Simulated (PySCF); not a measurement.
# I (iodine, neutral) across methods

[Kr] 4d10 5s1 5p6, 2S determinant (an excited configuration). Calculation: PySCF 2.14, in aug-cc-pwCVTZ-PP with ECP28MDF (8s7p6d4f1g, 96 functions); scalar relativity through the core potential. The B2PLYP total includes its PT2 part (frozen core); its orbital energies are those of the SCF part.

```csv
method,E (hartree),mean ε 5s α (eV),mean ε 5p α (eV),mean ε 5p β (eV),Σ⟨r²⟩ (bohr²),⟨S²⟩
HSE06,-295.2909,-20.315,-8.805,-7.759,61.23,0.755
TPSS,-295.1852,-18.762,-8.043,-7.347,61.01,0.752
r2SCAN,-295.4063,-19.453,-8.363,-7.464,60.92,0.757
CAM-B3LYP,-295.2753,-22.488,-10.494,-9.329,61.34,0.755
UHF,-294.19430,-26.618,-12.460,-9.573,62.65,0.783
PBE,-295.2865,-18.587,-7.921,-7.296,61.15,0.752
LDA,-294.8814,-18.809,-8.030,-7.479,61.03,0.752
B2PLYP,-295.0131,-22.916,-10.347,-8.689,61.79,0.761
PBE0,-295.2915,-20.794,-9.241,-8.147,61.14,0.755
```

Energies and moments cover only the electrons outside the core potential.
